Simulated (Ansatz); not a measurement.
Ansatz (an electronic-structure program) input (CCSD(T)/def2-QZVPPD):
A basis named .json is the Basis Set Exchange file of that set.

Ansatz 0.2 input:
```yaml
crystal:
  periodic: [false, false, false]
  atoms:
    - {symbol: Li, position_ang: [-0.00000000, -0.00000000, -2.05571537]}
    - {symbol: C, position_ang: [-0.00000000, -0.00000000, -0.15006635]}
    - {symbol: N, position_ang: [0.00000000, 0.00000000, 1.00964918]}
basis:
  gaussian:
    orbitals: def2-QZVPPD.json
total_charge: -1
magnetization: {spin_polarized: true, initial_magnetization: 1}
correlation: {method: ccsd_t, electrons: outside_noble_gas}
```

Output:

```
Functional definition: HF
integrals: 0.71 GiB planned
949 factors; integrals over basis functions are off by at most 8.4e-4 eV
mean field: 0.41 GiB planned
mean field evaluation 1: about -2715.3463 eV, gradient 1.2e1 eV
mean field evaluation 2: about -2715.3479 eV, gradient 1.2e1 eV
mean field evaluation 4: about -2716.7586 eV, gradient 2.2e0 eV
mean field evaluation 8: about -2716.8193 eV, gradient 1.5e-1 eV
mean field evaluation 16: about -2716.5545 eV, gradient 6.5e0 eV
mean field evaluation 32: about -2716.8192 eV, gradient 2.8e-1 eV
mean field evaluation 64: about -2714.9623 eV, gradient 1.2e-1 eV
mean field evaluation 96: about -2713.8160 eV, gradient 1.5e0 eV
mean field evaluation 128: about -2715.5578 eV, gradient 1.6e-2 eV
mean field evaluation 160: about -2713.6007 eV, gradient 4.2e-2 eV
mean field -2716.82085268 eV, -99.8413248087 hartree, gradient 3.7e-6 eV, S^2 0.750110; 8 other end points of the search recorded, 0 dependent functions left out
determinant -2716.82085268 eV, -99.8413248087 hartree, with singles and doubles -2726.90904762 eV, -100.2120591346 hartree
determinant -2715.55783929 eV, -99.7949099226 hartree, with singles and doubles -2725.68950657 eV, -100.1672418276 hartree
determinant -2714.96657917 eV, -99.7731815142 hartree, with singles and doubles -2725.08897829 eV, -100.1451728207 hartree
determinant -2714.52338768 eV, -99.7568945272 hartree, with singles and doubles -2724.63515161 eV, -100.1284949976 hartree
determinant -2713.60289422 eV, -99.7230670167 hartree, with singles and doubles -2723.81792767 eV, -100.0984625718 hartree
3 core orbitals not correlated
reference -2716.82085268 eV, -99.8413248087 hartree; 6, 5 occupied and 152, 153 virtual orbitals, 949 factors
second order -9.97933344 eV of doubles, -0.00000000 eV of singles
coupled cluster: 1.84 GiB planned
cycle   1  -9.89045619 eV  change   -8.1e-1 eV  update   2.3e-2
cycle   2  -9.93597043 eV  change   -4.6e-2 eV  update   6.3e-3
cycle   3  -9.92978103 eV  change    6.2e-3 eV  update   3.3e-3
cycle   4  -9.93003359 eV  change   -2.5e-4 eV  update   1.3e-3
cycle   5  -9.93056964 eV  change   -5.4e-4 eV  update   5.9e-4
cycle   6  -9.93029144 eV  change    2.8e-4 eV  update   2.3e-4
cycle   7  -9.93036478 eV  change   -7.3e-5 eV  update   7.9e-5
cycle   8  -9.93039419 eV  change   -2.9e-5 eV  update   2.7e-5
cycle   9  -9.93038299 eV  change    1.1e-5 eV  update   1.0e-5
cycle  10  -9.93038083 eV  change    2.2e-6 eV  update   3.4e-6
perturbative correction -0.55690046 eV, -0.0204657144 hartree
Total energy: -2727.30813397 eV, -100.2267252875 hartree
```

This state (charge -1, doublet) is run at the relaxed geometry of the species with charge 0 and multiplicity 1.
